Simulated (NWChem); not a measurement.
C₂H₄N₂Si; SMILES N#C/N=C\[SiH3]

Program: NWChem. Pople sets run with spherical d functions. Geometry: optimised at PBE0/def2-SVP. Level: PBE/6-31G* with SMD (1 M gas to 1 M solution), gas-phase geometry. Reactions with the solvent are ignored.

For solvent water:

```
Property                                     Result
-------------------------------------------  ------
solvation free energy (kcal/mol)               -0.3
cavity-dispersion-structure term (kcal/mol)     5.9
dipole in solution (D)                         5.54
```

What are these values for solvent dichloromethane?


* **solvation free energy (kcal/mol)**: -5.8
* **cavity-dispersion-structure term (kcal/mol)**: -0.4
* **dipole in solution (D)**: 5.34
